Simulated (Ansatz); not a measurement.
FH$_{4}$NOSSn, SMILES `[NH2][Sn]([OH])([F])[SH]` at its PBE0-D4/def2-TZVP geometry, where that method's forces vanish. The species carries charge 0 and has multiplicity 1. Sn takes the def2 core potential.

```
atom   x (Å)   y (Å)   z (Å)
  N1  -0.200  -1.583   0.906
 Sn2   0.036   0.147  -0.047
  O3   0.977   1.262   1.233
  F4  -1.593   1.101  -0.435
  S5   1.016  -0.094  -2.194
  H6  -0.524  -1.475   1.858
  H7  -0.796  -2.244   0.425
  H8   1.017   2.187   0.976
  H9   0.067   0.700  -2.722
```

**Question.** For each bond, give half the difference of the two atoms' forces along it (eV/Å; positive pushes the atoms apart) under PBE-D4, r2SCAN-D4, B3LYP-D4, ωB97M-V in def2-TZVPP. (Best estimate.)

**Answer.** Computed: 
```json
{"bond": "N1–Sn2", "length (Å)": "1.989", "PBE-D4": "0.12", "r2SCAN-D4": "0.09", "B3LYP-D4": "0.14", "ωB97M-V": "-0.02"}
{"bond": "N1–H6", "length (Å)": "1.012", "PBE-D4": "0.19", "r2SCAN-D4": "0.00", "B3LYP-D4": "-0.06", "ωB97M-V": "-0.03"}
{"bond": "N1–H7", "length (Å)": "1.011", "PBE-D4": "0.20", "r2SCAN-D4": "0.02", "B3LYP-D4": "-0.06", "ωB97M-V": "-0.02"}
{"bond": "Sn2–O3", "length (Å)": "1.941", "PBE-D4": "0.33", "r2SCAN-D4": "0.11", "B3LYP-D4": "0.20", "ωB97M-V": "0.02"}
{"bond": "Sn2–F4", "length (Å)": "1.927", "PBE-D4": "0.40", "r2SCAN-D4": "0.04", "B3LYP-D4": "0.21", "ωB97M-V": "0.02"}
{"bond": "Sn2–S5", "length (Å)": "2.371", "PBE-D4": "0.06", "r2SCAN-D4": "0.03", "B3LYP-D4": "0.10", "ωB97M-V": "-0.08"}
{"bond": "O3–H8", "length (Å)": "0.961", "PBE-D4": "0.37", "r2SCAN-D4": "0.04", "B3LYP-D4": "-0.03", "ωB97M-V": "-0.05"}
{"bond": "S5–H9", "length (Å)": "1.345", "PBE-D4": "0.26", "r2SCAN-D4": "0.01", "B3LYP-D4": "-0.02", "ωB97M-V": "-0.09"}
```

B3LYP here is the variant with VWN-RPA as its local correlation; programs differ in this.
